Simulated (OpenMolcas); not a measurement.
**Ru3+: moving the ligands**

Ru3+ with 4 ligands (water) in square-planar coordination (D2h) at 1.91 Å. Ligand basis ANO-RCC-VDZP.

* Program: OpenMolcas 26.06
* Method: CASSCF
* Basis: ANO-RCC-VTZP [7s6p4d2f1g]
* Scalar Hamiltonian: DKH2, point nucleus
* Active space: 5 electrons in 5 orbitals (4d)
* State averaging: 2S+1 = 6 even, 1 root; 2S+1 = 4 even, 24 roots; 2S+1 = 2 even, 75 roots
* Spin-orbit coupling: state interaction with AMFI integrals over the reference wave functions

Runs around this geometry, states. Energies in cm-1 above the lowest state or level, χT in cm3 K/mol.

```tsv
R (Å)	Ground state	First state of that spin	First gap with spin-orbit (degeneracies)	χT at 300 K	First state of another spin
1.84	2S+1 = 4	4350	64.1 (2, 2)	2.170	2S+1 = 2: 11884
1.91	2S+1 = 4	3263	43.9 (2, 2)	2.232	2S+1 = 2: 11673
2	2S+1 = 4	2135	66.2 (2, 2)	2.393	2S+1 = 6: 4413
```

Without dynamic correlation the repulsion within the d shell is too large (B by tens of per cent), so at a given field states of lower spin stand too high. With metal d orbitals alone the field can be off either way by tens of per cent. Ligand-to-metal charge-transfer states are missing. With no ligand orbital active B as a rule stays too high, so bands that hang on it stand too high and its fall with covalency is understated. The least metal-like active orbital is 74 % on the metal (Löwdin) and no ligand orbital is active, so the numbers are rough (holds for R = 1.84). This shell can be high or low spin here, a state of another spin lies low, and with metal d orbitals alone active their balance is uncertain, so the ground spin may be wrong, although the usual error favours high spin (holds for R = 1.91; R = 2). The least metal-like active orbital is 76 % on the metal (Löwdin) and no ligand orbital is active, so the numbers are rough (holds for R = 1.91). The least metal-like active orbital is 79 % on the metal (Löwdin) and no ligand orbital is active, so the numbers are rough (holds for R = 2). No measured value stands beside these numbers; the geometry is a model, was not optimised and need not be the one that this ion takes.

A state without a sure symmetry label is named by its multiplicity alone.
